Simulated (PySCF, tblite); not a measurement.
C5H14Si2.
SMILES: `C(=C(/CCC)[SiH3])/[SiH3]`

Jobs on this species (21 atoms, 72 electrons) with PySCF (density fitting) and tblite. Hardware of each: Arm Neoverse N1, one thread (shared host). Other jobs ran on the host; a repeat could differ by tens of per cent or more.

Problem. Rank these jobs by wall time, shortest first.
A. PBE0/def2-SVPD; 10 singlets by full TDDFT, 4 Tamm–Dancoff triplets, polarisability, dynamic polarisability, ΔSCF ions; 260 basis functions
B. PBE0-D3(BJ)/def2-SVP, grid level 1; geometry optimisation from a GFN2-xTB start shaken at random; 176 basis functions
C. GFN2-xTB; L-BFGS relaxation
D. PBE0/pcSseg-1, IEF-PCM chloroform; shieldings, charges and field gradients; 203 basis functions

Solution. C (1.7 s), D (70 s), B (3.9 min), A (6.9 min).

All jobs:

```json
{"level and settings": "GFN2-xTB", "work": "Hessian by finite differences", "basis functions": "–", "SCF cycles": "–", "wall time": "1.6 s"}
{"level and settings": "GFN2-xTB", "work": "L-BFGS relaxation", "basis functions": "–", "SCF cycles": "–", "wall time": "1.7 s"}
{"level and settings": "PBE0/pcSseg-1", "work": "shieldings, charges and field gradients", "basis functions": "203", "SCF cycles": "13", "wall time": "65 s"}
{"level and settings": "WP04/pcSseg-1", "work": "shieldings", "basis functions": "203", "SCF cycles": "15", "wall time": "66 s"}
{"level and settings": "PBE0/pcSseg-1, IEF-PCM tetrahydrofuran", "work": "shieldings", "basis functions": "203", "SCF cycles": "13", "wall time": "67 s"}
{"level and settings": "PBE0/pcSseg-1, IEF-PCM chloroform", "work": "shieldings, charges and field gradients", "basis functions": "203", "SCF cycles": "13", "wall time": "70 s"}
{"level and settings": "PBE0-D3(BJ)/def2-SVP, grid level 1", "work": "geometry optimisation from a GFN2-xTB start shaken at random", "basis functions": "176", "SCF cycles": "59", "wall time": "3.9 min"}
{"level and settings": "delta-SCF UKS SCAN, pcX-2 on the ionised atom, pcseg-1 elsewhere, spin-free X2C", "work": "ΔSCF core ionisation, 9 holes", "basis functions": "218", "SCF cycles": "148", "wall time": "5.6 min"}
{"level and settings": "PBE0/def2-SVPD", "work": "10 singlets by full TDDFT, 4 Tamm–Dancoff triplets, polarisability, dynamic polarisability, ΔSCF ions", "basis functions": "260", "SCF cycles": "14", "wall time": "6.9 min"}
```

Problem. What do all jobs in the table cost together?

Solution. About 21 min; the longest takes about 33 % of that, and about 260 times as long as the shortest.
